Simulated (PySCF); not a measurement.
O2Se, charge +1, doublet (typed; the unrestricted solution is spin-contaminated), at a GFN2-xTB geometry (a state made from the parent by changing its charge; the spin is typed, not shown lowest), with bond 1-2 at 2.0 times its length; B3LYP/6-31G (PySCF).

Here is a job for PySCF.
```python
from pyscf import gto, scf, dft

mol = gto.Mole()
mol.atom = '''
    O    -2.696629    1.158622    0.067403
    Se    0.012101   -0.244836   -0.020512
    O     1.290834    0.583660    0.063729
'''
mol.basis = '6-31g'
mol.charge = 1
mol.spin = 1
mol.verbose = 4
mol.build()

mf = dft.UKS(mol)
mf.xc = 'b3lyp'
mf.level_shift = 0.3
mf.max_cycle = 100
mf.kernel()
```

The log (banner, timings and long lists left out):

```
PySCF version 2.14.0

[INPUT] verbose = 4
[INPUT] num. atoms = 3
[INPUT] num. electrons = 49
[INPUT] charge = 1
[INPUT] spin (= nelec alpha-beta = 2S) = 1
[INPUT] symmetry False subgroup None
[INPUT] Mole.unit = angstrom
[INPUT] Symbol           X                Y                Z      unit          X                Y                Z       unit  Magmom
[...]
nuclear repulsion = 149.890802314421
number of shells = 21
number of NR pGTOs = 134
number of NR cGTOs = 45
basis = 6-31g
ecp = {}

******** <class 'pyscf.dft.uks.UKS'> ********
method = UKS
initial guess = minao
damping factor = 0
level_shift factor = 0.3
DIIS = <class 'pyscf.scf.diis.CDIIS'>
diis_start_cycle = 1
diis_space = 8
diis_damp = 0
SCF conv_tol = 1e-09
SCF conv_tol_grad = None
SCF max_cycles = 100
direct_scf = True
direct_scf_tol = 1e-13
number electrons alpha = 25  beta = 24
XC library pyscf.dft.libxc version 7.1.2
    S. Lehtola, C. Steigemann, M. J. T. Oliveira, and M. A. L. Marques,  SoftwareX 7, 1–5 (2018)
XC functionals = b3lyp
    P. J. Stephens, F. J. Devlin, C. F. Chabalowski, and M. J. Frisch,  J. Phys. Chem. 98, 11623 (1994)
radial grids:
    Treutler-Ahlrichs [JCP 102, 346 (1995); DOI:10.1063/1.469408] (M4) radial grids

becke partition: Becke, JCP 88, 2547 (1988); DOI:10.1063/1.454033
pruning grids: <function nwchem_prune>
grids dens level: 3
symmetrized grids: False
atomic radii adjust function: <function treutler_atomic_radii_adjust>
small_rho_cutoff = 0
Set gradient conv threshold to 3.16228e-05
tot grids = 48592
init E= -2550.70239326595

cycle= 1 E= -2550.49269249557  delta_E= 0.21  |g|= 0.639  |ddm|= 1.66
cycle= 2 E= -2545.17656340108  delta_E= 5.32  |g|= 2.18  |ddm|= 3.74
cycle= 3 E= -2546.56193327294  delta_E= -1.39  |g|= 1.96  |ddm|= 1.01
cycle= 4 E= -2547.25263003481  delta_E= -0.691  |g|= 1.68  |ddm|= 0.691
cycle= 5 E= -2548.15685862168  delta_E= -0.904  |g|=  1.5  |ddm|= 0.624
cycle= 6 E= -2548.72949473644  delta_E= -0.573  |g|=  1.5  |ddm|= 0.336
cycle= 7 E= -2548.47856337786  delta_E= 0.251  |g|= 1.55  |ddm|= 0.192
cycle= 8 E= -2548.56812744471  delta_E= -0.0896  |g|= 1.54  |ddm|= 0.125
cycle= 9 E= -2549.33832569903  delta_E= -0.77  |g|= 1.41  |ddm|= 0.386

cycle= 10 E= -2546.76032039371  delta_E= 2.58  |g|= 2.56  |ddm|= 2.52
cycle= 11 E= -2548.43608570704  delta_E= -1.68  |g|= 1.72  |ddm|= 0.714
cycle= 12 E= -2549.29469119173  delta_E= -0.859  |g|= 1.42  |ddm|= 0.654
cycle= 13 E= -2550.65684002842  delta_E= -1.36  |g|= 0.655  |ddm|= 0.876
[...]
cycle= 41 E= -2551.01303404756  delta_E= -6.16e-07  |g|= 0.00125  |ddm|= 0.00108
cycle= 42 E= -2551.01303462246  delta_E= -5.75e-07  |g|= 0.00105  |ddm|= 0.00093
cycle= 43 E= -2551.01303499251  delta_E= -3.7e-07  |g|= 0.000905  |ddm|= 0.000711
cycle= 44 E= -2551.01303522924  delta_E= -2.37e-07  |g|= 0.000809  |ddm|= 0.000563
cycle= 45 E= -2551.01303543124  delta_E= -2.02e-07  |g|= 0.000697  |ddm|= 0.000462
cycle= 46 E= -2551.01303555169  delta_E= -1.2e-07  |g|= 0.00064  |ddm|= 0.000485
cycle= 47 E= -2551.01303564095  delta_E= -8.93e-08  |g|= 0.000598  |ddm|= 0.00048
cycle= 48 E= -2551.01303571559  delta_E= -7.46e-08  |g|= 0.000552  |ddm|= 0.000417
cycle= 49 E= -2551.01303577493  delta_E= -5.93e-08  |g|= 0.000511  |ddm|= 0.000339
cycle= 50 E= -2551.01303583764  delta_E= -6.27e-08  |g|= 0.000441  |ddm|= 0.000223
cycle= 51 E= -2551.01303589584  delta_E= -5.82e-08  |g|= 0.000359  |ddm|= 0.00019
cycle= 52 E= -2551.01303593557  delta_E= -3.97e-08  |g|= 0.000301  |ddm|= 0.000195
cycle= 53 E= -2551.01303597431  delta_E= -3.87e-08  |g|= 0.000237  |ddm|= 0.000291
cycle= 54 E= -2551.01303599723  delta_E= -2.29e-08  |g|= 0.000196  |ddm|= 0.000171
cycle= 55 E= -2551.01303601556  delta_E= -1.83e-08  |g|= 0.000158  |ddm|= 0.000168
cycle= 56 E= -2551.01303602882  delta_E= -1.33e-08  |g|= 0.00013  |ddm|= 0.000153
cycle= 57 E= -2551.01303603932  delta_E= -1.05e-08  |g|= 9.92e-05  |ddm|= 0.000129
cycle= 58 E= -2551.01303604813  delta_E= -8.81e-09  |g|= 7.59e-05  |ddm|= 0.000134
cycle= 59 E= -2551.01303605454  delta_E= -6.41e-09  |g|= 6.22e-05  |ddm|= 0.000122
cycle= 60 E= -2551.01303606207  delta_E= -7.54e-09  |g|= 5.55e-05  |ddm|= 0.000163
cycle= 61 E= -2551.01303606825  delta_E= -6.18e-09  |g|= 4.64e-05  |ddm|= 0.00013
cycle= 62 E= -2551.01303607234  delta_E= -4.08e-09  |g|= 3.82e-05  |ddm|= 8.96e-05
cycle= 63 E= -2551.01303607043  delta_E= 1.91e-09  |g|= 3.1e-05  |ddm|= 8.35e-05
cycle= 64 E= -2551.01303606371  delta_E= 6.71e-09  |g|= 3.65e-05  |ddm|= 0.000167
cycle= 65 E= -2551.01303605468  delta_E= 9.03e-09  |g|= 4.28e-05  |ddm|= 0.000223
cycle= 66 E= -2551.01303604971  delta_E= 4.97e-09  |g|= 3.63e-05  |ddm|= 0.000144
cycle= 67 E= -2551.01303604304  delta_E= 6.67e-09  |g|= 3.62e-05  |ddm|= 0.000184
cycle= 68 E= -2551.01303604329  delta_E= -2.45e-10  |g|= 2.52e-05  |ddm|= 3.69e-05
Extra cycle  E= -2551.01303605168  delta_E= -8.4e-09  |g|= 2.6e-05  |ddm|= 0.000273
converged SCF energy = -2551.01303605168  <S^2> = 1.8008933  2S+1 = 2.864188
```
